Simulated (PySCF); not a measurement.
Order these species by their calculated properties.

Species are written as SMILES; each is one conformer at its optimised geometry, gas phase, non-relativistic unless stated; the electronic structure was computed with PySCF and density fitting.

The conformers computed, where there is a choice (atom-mapped SMILES and torsion angles):
- `[CH3:1][Si:2]([CH3:3])([CH3:4])[c:5]1[cH:6][cH:7][n:8][cH:9][cH:10]1`: C1–Si2–C5–C6 -112°
- `[CH3:1][C:2]#[C:3][SiH2:4][NH:5][GeH3:6]`: C3–Si4–N5–Ge6 79°
- `[CH3:1][Si:2]([CH3:3])([CH3:4])[c:5]1[cH:6][cH:7][cH:8][cH:9][n:10]1`: C1–Si2–C5–C6 0°

The conformers of `[CH3][Ga]1[CH2]CC[CH2]1` aren't listed.

Question: Rank by dipole moment, lowest first (PBE0/def2-SVPD at PBE0-D3(BJ)/def2-SVP geometries).
A. `C[Si](C)(C)C1=CC=NC=C1` (C8H13NSi)
B. `FP` (FH2P)
C. `CC#C[SiH2][NH][GeH3]` (C3H9GeNSi)
D. `Clc1ccncc1` (C5H4ClN)

Answer: D (0.69 D), B (1.49 D), C (1.69 D), A (2.80 D).

Question: Rank by lowest triplet excitation (Tamm–Dancoff), lowest first (TDA PBE0/def2-SVPD at PBE0-D3(BJ)/def2-SVP geometries).
A. `C[Si](c1ccncc1)(C)C` (C8H13NSi)
B. `C[Si](C)(C)c1ccccn1` (C8H13NSi)
C. `PF` (FH2P)
D. `Clc1ccncc1` (C5H4ClN)
E. `CC#C[SiH2][NH][GeH3]` (C3H9GeNSi)

Answer: B (3.78 eV), A (3.93 eV), D (4.14 eV), C (4.33 eV), E (4.75 eV).

Give the two extremes of that set in kJ/mol.

`C[Si](C)(C)c1ccccn1`: 365 kJ/mol; `CC#C[SiH2][NH][GeH3]`: 459 kJ/mol.

Question: Rank by static isotropic polarisability, lowest first (PBE0/def2-SVPD at PBE0-D3(BJ)/def2-SVP geometries).
A. `CC#C[SiH2][NH][GeH3]` (C3H9GeNSi)
B. `FP` (FH2P)
C. `C[Si](C)(C)c1ccccn1` (C8H13NSi)
D. `ClC1=CC=NC=C1` (C5H4ClN)
E. `[CH3][Ga]1[CH2]CC[CH2]1` (C5H11Ga)

Answer: B (28.2 au), D (76.5 au), E (87.0 au), A (102.9 au), C (126.0 au).

By how much do the two ends of that ranking differ?

By 97.8 au, between `C[Si](C)(C)c1ccccn1` and `FP` (FH2P).

Question: Rank by HOMO energy, highest first (PBE0/def2-SVPD at PBE0-D3(BJ)/def2-SVP geometries).
A. `CC#C[SiH2][NH][GeH3]`
B. `Clc1ccncc1`
C. `C[Si](C)(C)c1ccccn1`
D. `[CH3][Ga]1[CH2]CC[CH2]1`

Answer: D (-6.63 eV), C (-7.02 eV), A (-7.23 eV), B (-7.78 eV).

Question: Rank by lowest singlet excitation, highest first (TDDFT PBE0/def2-SVPD at PBE0-D3(BJ)/def2-SVP geometries).
A. `C[Si](C)(C)c1ccncc1` (C8H13NSi)
B. `CC#C[SiH2][NH][GeH3]` (C3H9GeNSi)
C. `c1c(ccnc1)Cl` (C5H4ClN)
D. `FP` (FH2P)
E. `C[Si](C)(C)c1ccccn1` (C8H13NSi)

Answer: B (5.71 eV), D (5.58 eV), C (4.88 eV), A (4.59 eV), E (4.45 eV).

Question: Rank by HOMO–LUMO gap, highest first (PBE0/def2-SVPD at PBE0-D3(BJ)/def2-SVP geometries).
A. `C[Si](C)(C)c1ccncc1` (C8H13NSi)
B. `C[Si](c1ccccn1)(C)C` (C8H13NSi)
C. `Clc1ccncc1` (C5H4ClN)
D. `FP` (FH2P)
E. `CC#C[SiH2][NH][GeH3]` (C3H9GeNSi)

Answer: D (7.13 eV), E (7.00 eV), C (6.55 eV), A (6.21 eV), B (6.08 eV).
